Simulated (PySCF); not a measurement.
CH6BNO2, SMILES OB(N)OC. The structure is a stationary point at PBE0-D3(BJ)/def2-SVP. The values are those of a single conformer.

All values below come from PBE0-D3(BJ)/def2-SVP in PySCF 2.14.0.

Harmonic wavenumbers (cm⁻¹): 122, 131, 244, 290, 351, 411, 490, 501, 657, 827, 871, 992, 1180, 1181, 1225, 1411, 1447, 1476, 1481, 1516, 1606, 2999, 3069, 3139, 3662, 3763, 3961. Rotational constants (GHz): 8.939, 4.015, 2.820; symmetry number 1.

Q: Work out the zero-point energy and the ideal-gas rigid-rotor harmonic-oscillator thermochemistry at 298.15 K and 1 atm.

A: ZPE = ½ Σ hcν = ½ × 39005 cm⁻¹ = 233.30 kJ/mol. H − E(el) = 253.18 kJ/mol. Entropy in J/(mol K): translation 162.57, rotation 106.97, vibration 57.18, total 326.72. G − E(el) = 155.77 kJ/mol. Cp = 101.90 J/(mol K). Modes under 150 cm⁻¹ make the vibrational entropy uncertain.
